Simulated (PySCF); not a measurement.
**Bond length, frequency and bond energy of CsSr by level of theory**

State: ²Σ⁺ (doublet), unpaired electrons σ ↑. Set-up: Cs def2-SVP with ECP46, Sr def2-SVP with ECP28; scalar-relativistic core potentials (PySCF 2.14). De refers to Cs + Sr in their ground configurations, without counterpoise correction. The functionals are run spin-unrestricted. A positive dipole means Cs(−)Sr(+). Levels whose curve was spin-contaminated or gave no clean fit are not listed.

```csv
Level,Re (Å),ωe (cm⁻¹),De (eV),μ (D),"CPU s a point (SCF and correlation, without the integrals)"
ROHF-MP2,5.404,22.8,0.095,n/a,0.17
ROHF-SCS-MP2,5.490,21.2,0.079,n/a,n/a
ROHF-CCSD,5.365,23.7,0.096,n/a,n/a
ROHF-CCSD(T),5.292,25.3,0.112,n/a,10
PBE,4.907,36.9,0.183,-1.92,0.52
r²SCAN,4.980,36.7,0.201,-3.21,0.89
r²SCANh,4.980,36.4,0.195,-3.16,0.93
B3LYP,5.127,27.9,0.073,-1.09,0.61
PBE0,4.948,35.9,0.164,-2.30,0.85
B2PLYP,5.249,24.4,0.068,-0.77,0.5
```

**Question.** Which functional lies closest to ROHF-CCSD(T) in De, which farthest, and by how much do they differ from it?

**Answer.** Closest is B3LYP (-16.5 pm in Re, +10.3 % in ωe, -0.04 eV in De against ROHF-CCSD(T) in the same basis), farthest r²SCAN (-31.2 pm in Re, +45.1 % in ωe, +0.09 eV in De). CCSD(T) converges more slowly with the basis than the functionals do and binds too weakly in this one, so the order can change at the basis-set limit.

**Question.** What does a quarter of exact exchange do here, going from PBE to PBE0?

**Answer.** PBE0 less PBE: +4.1 pm in Re, -2.7 % in ωe, -0.02 eV in De. Exact exchange removes part of the self-interaction that spreads semilocal densities, and in most molecules shortens and stiffens the bond and lowers De; here Re goes the other way.

Correlated steps freeze no core orbitals. The bond is weak. Basis-set superposition, not corrected here, can be much of De in a small basis, most of all at correlated wavefunction levels. Functionals without a dispersion term scatter widely for such bonds, and LDA overbinds them. Spin–orbit coupling is left out. B2PLYP dipoles, levels and charges come from its SCF part alone. The state was picked by a PBE0 search and need not be the measured ground state.

The whole job (state search and all levels along the bond) took about 2.9 min on 1 thread of Arm Neoverse V1 (shared host), peak memory 0.61 GiB.
